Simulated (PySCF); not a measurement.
CH3FI2Si. Atoms are numbered in the order given.

```xyz
8

C     -1.1950     2.2489     0.0000
Si     0.1092     0.9260     0.0000
F      1.5761     1.6206     0.0000
I     -0.0394    -0.4584    -2.0206
I     -0.0394    -0.4584     2.0206
H     -1.0855     2.8771     0.8979
H     -2.1973     1.7959     0.0000
H     -1.0855     2.8771    -0.8979
```

Geometry: B3LYP-D3(BJ)/def2-SVP. The def2 effective core potentials stand for the cores of I; spin–orbit coupling is left out.

Level of theory: r2SCAN/def2-TZVP run with PySCF.

ESP charges are fitted to the potential on shells at 1.4 to 2.0 van der Waals radii. Atomic charges (e):

| atom | Mulliken | ESP fit |
|---|---|---|
| C1 | -0.46 | -0.54 |
| Si2 | 0.60 | 0.15 |
| F3 | -0.30 | -0.13 |
| I4 | -0.14 | -0.04 |
| I5 | -0.14 | -0.04 |
| H6 | 0.15 | 0.21 |
| H7 | 0.15 | 0.17 |
| H8 | 0.15 | 0.21 |

Computed Mayer and Wiberg (Löwdin basis) orders of the bonds:
```tsv
bond	Mayer	Wiberg
C1–Si2	1.01	1.24
Si2–F3	1.11	1.69
Si2–I4	1.15	1.64
Si2–I5	1.15	1.64
C1–H6	0.93	0.89
C1–H7	0.94	0.89
C1–H8	0.93	0.89
```
